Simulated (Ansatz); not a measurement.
Compare A (`NC(O)BF`) with its isomer B (`COB(N)F`).

Computed with Ansatz on PBE0-D4/def2-TZVP structures; ΔE is electronic, products minus reactants. CCSD(T)/CBS adds triple-zeta CCSD(T) − MP2 to the extrapolated MP2 energy (def2 sets, frozen cores). This one scheme is used for every species. DFT in def2-TZVPP. B3LYP here is the variant with VWN-RPA as its local correlation; programs differ in this. One conformer a species, not always the lowest.

Problem. Which is lower in electronic energy at CCSD(T)/CBS, and by how much? (Estimate.)

Solution. Ansatz gave: B, by 302.9 kJ/mol.

Problem. Give E(B) − E(A) in kJ/mol with PBE-D4, B3LYP-D4, PBE0-D4, B2PLYP, ωB97M-V, MP2/def2-TZVPP, CCSD/def2-TZVPP. (An estimate is asked.)

Solution. Computed: PBE-D4 -286.6, B3LYP-D4 -305.0, PBE0-D4 -298.2, B2PLYP -307.2, ωB97M-V -303.4, MP2/def2-TZVPP -306.8, CCSD/def2-TZVPP -306.4. None reverses the order clearly.

Largest T1 diagnostic: 0.013.

From PBE to PBE0 (25 % exact exchange), in def2-TZVPP and without D4, E(B) − E(A) moves by −11.4 kJ/mol. In def2-TZVPP, CCSD(T) changes the Hartree–Fock value by +22.8 kJ/mol (the triples alone add +4.0 kJ/mol) and MP2 by +18.4 kJ/mol.
